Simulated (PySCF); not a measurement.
A run that did not reach its result, on `p1ccc(cc1)C=C` (driver script around PySCF, density fitting, GFN2-xTB geometry as the base; each input is a line of settings and coordinates in Å).

Command:
```bash
OMP_NUM_THREADS=1 python probes_run.py task.json out
```
Input:
```
{"job": {"kind": "j", "xc": "PBE0", "basis": "IGLO-II", "scf": {"max_cycle": 52}}, "charge": 0, "multiplicity": 3}
C     -2.302811    -1.233698     0.229018
C     -1.661738    -0.123754    -0.121873
C     -0.227340     0.121731    -0.069172
C      0.674393    -0.846050     0.382433
C      2.035178    -0.665446     0.451132
P      2.895175     0.773815     0.000189
C      1.555086     1.755867    -0.501024
C      0.234891     1.372943    -0.490211
H     -3.373647    -1.306119     0.147586
H     -1.802372    -2.108268     0.607519
H     -2.242720     0.712062    -0.493778
H      0.279942    -1.801633     0.700160
H      2.639671    -1.486684     0.817759
H      1.794974     2.753499    -0.849127
H     -0.503095     2.089725    -0.832523
```

Output:
```
NotImplementedError: this response code serves closed shells only; the SCF ended at -611.76426543 Eh with <S^2> = 2.0219
```

The run took about 2.1 min of CPU time (one thread, shared machine).

Diagnose the run.

Multiplicity 3 makes an open shell, and the driver's response routines handle closed shells alone; the run stopped after the SCF. Use an unrestricted response code, or restore the closed-shell charge and spin. The SCF energy in the message belongs to the altered spin state, and the message doesn't say whether it converged.

Shape of the structure used: `[CH2:1]=[CH:2][c:3]1[cH:4][cH:5][p:6][cH:7][cH:8]1`: C1–C2–C3–C4 0°.
